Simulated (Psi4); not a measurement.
aminoborane (H$_{4}$BN), singlet, at a GFN2-xTB geometry, atoms displaced at random by about 0.03 Å a coordinate; Psi4 with R2SCAN/cc-pVDZ, gradient.

The Psi4 input:
```
memory 2 GB

molecule {
0 1
B    -0.80088560    0.09231208   -0.05089426
N     0.59944477   -0.04762107   -0.04511140
H    -1.42544605   -0.92775893   -0.02025648
H    -1.27386991    1.12110340    0.04364280
H     1.22157195    0.72222546    0.00920306
H     1.08539415   -0.94226952    0.01063684
symmetry c1
no_reorient
no_com
}

set {
  basis cc-pvdz
}

gradient('r2scan')
print_variables()
```

Problem. Predict the main parts of the log of this Psi4 run.

Solution. 
```
gradient() will perform analytic gradient computation.

   => Loading Basis Set <=

    Name: CC-PVDZ
    Role: ORBITAL
    Keyword: BASIS

         ---------------------------------------------------------
                                   SCF
               by Justin Turney, Rob Parrish, Andy Simmonett
                          and Daniel G. A. Smith
                              RKS Reference
         ---------------------------------------------------------

  ==> Geometry <==

    Molecular point group: c1
    Full point group: C1

    Geometry (in Angstrom), charge = 0, multiplicity = 1:

       Center              X                  Y                   Z               Mass
    ------------   -----------------  -----------------  -----------------  -----------------
         B           -0.800885600000     0.092312080000    -0.050894260000    11.009305360000
         N            0.599444770000    -0.047621070000    -0.045111400000    14.003074004430
         H           -1.425446050000    -0.927758930000    -0.020256480000     1.007825032230
         H           -1.273869910000     1.121103400000     0.043642800000     1.007825032230
         H            1.221571950000     0.722225460000     0.009203060000     1.007825032230
         H            1.085394150000    -0.942269520000     0.010636840000     1.007825032230

  Running in c1 symmetry.

  Rotational constants: A =      4.68724  B =      0.90294  C =      0.76110 [cm^-1]
  Rotational constants: A = 140519.87070  B =  27069.40538  C =  22817.27237 [MHz]
  Nuclear repulsion =   32.235104423140619

  Charge       = 0
  Multiplicity = 1
  Electrons    = 16
  Nalpha       = 8
  Nbeta        = 8

  ==> Algorithm <==

  SCF Algorithm Type is DF.
  DIIS enabled.
  MOM disabled.
  Fractional occupation disabled.
  Guess Type is SAD.
  Energy threshold   = 1.00e-08
  Density threshold  = 1.00e-08
  Integral threshold = 1.00e-12

  ==> Primary Basis <==

  Basis Set: CC-PVDZ
    Blend: CC-PVDZ
    Number of shells: 24
    Number of basis functions: 48
    Number of Cartesian functions: 50
    Spherical Harmonics?: true
    Max angular momentum: 2

  ==> DFT Potential <==

   => LibXC <=

    Version 7.1.2
    S. Lehtola, C. Steigemann, M. J. T. Oliveira, and M. A. L. Marques,  SoftwareX 7, 1–5 (2018) (10.1016/j.softx.2017.11.002)

   => Composite Functional: R2SCAN <=

    r2SCAN Meta-GGA XC Functional  (0.1021/acs.jpclett.0c02405)
[...]
  @DF-RKS Final Energy:   -81.98038402474566
    Total Energy =                        -81.9803840247456606
[...]
    Fitting Condition:       1E-10

   => Auxiliary Basis Set <=

  Basis Set: (CC-PVDZ AUX)
    Blend: CC-PVDZ-JKFIT
    Number of shells: 84
    Number of basis functions: 232
    Number of Cartesian functions: 262
    Spherical Harmonics?: true
    Max angular momentum: 3

  ==> DFT Potential <==

   => LibXC <=

    Version 7.1.2
    S. Lehtola, C. Steigemann, M. J. T. Oliveira, and M. A. L. Marques,  SoftwareX 7, 1–5 (2018) (10.1016/j.softx.2017.11.002)

   => Composite Functional: R2SCAN <=

    r2SCAN Meta-GGA XC Functional  (0.1021/acs.jpclett.0c02405)
    J. W. Furness, A. D. Kaplan, J. Ning, J. P. Perdew, J. Sun  J. Phys. Chem. Lett.  11, 8208–8215, 2020

    Deriv               =              1
    GGA                 =           TRUE
    Meta                =           TRUE

    Exchange Hybrid     =          FALSE
    MP2 Hybrid          =          FALSE

   => Exchange Functionals <=

    1.0000   XC_MGGA_X_R2SCAN

   => Correlation Functionals <=

    1.0000   XC_MGGA_C_R2SCAN

   => LibXC Density Thresholds  <==

    XC_MGGA_C_R2SCAN:  1.00E-15
    XC_MGGA_X_R2SCAN:  1.00E-11

   => Molecular Quadrature <=

    Radial Scheme          =       TREUTLER
    Pruning Scheme         =           NONE
    Nuclear Scheme         =       TREUTLER

    Blocking Scheme        =         OCTREE
    BS radius alpha        =              1
    Pruning alpha          =              1
    Radial Points          =             75
    Spherical Points       =            302
    Total Points           =         130619
    Total Blocks           =           1041
    Max Points             =            256
    Max Functions          =             48
    Weights Tolerance      =       1.00E-15

  -Total Gradient:
     Atom            X                  Y                   Z
    ------   -----------------  -----------------  -----------------
       1       -0.032465603348     0.037710254651    -0.006828697143
       2        0.020030773929     0.015548035134     0.000145673992
       3        0.005537996725     0.003620408167     0.003052862708
       4        0.014918390975    -0.035274786324     0.001752132222
       5       -0.013322834984    -0.017470589788    -0.000610976479
       6        0.004978233517    -0.003925424714     0.002616181245

  Variable Map:
  ----------------------------------------------------------------------------
[...]
  Array Variable Map:
  ----------------------------------------------------------------------------
[...]
[...]
```
